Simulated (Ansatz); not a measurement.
```csv
atom,x (Å),y (Å),z (Å)
H,0.0075,0.0021,-1.5467
C,0.0061,-0.0062,-0.4718
C,-0.0032,0.0034,0.7267
```

Basis set: STO-3G (spherical functions). Correlated methods keep 2 orbitals frozen. Charge 0, multiplicity 2.

Computed with Ansatz (development build ahead of 0.2.0); each method stands on the lowest determinant of its kind that the runs found.

The atomization energy at this shape (free ground-state atoms in the same class of orbitals less the molecule, no zero-point energy) of doublet C2H:

```
 method  atomization energy
UHF-MP2     251.04 kcal/mol
```

Problem. What does UHF give?

Solution. 208.29 kcal/mol. Caution: the unrestricted determinant is spin contaminated.

This basis has no polarisation functions and is too small for such energies, which can lie far from measured ones in either direction.
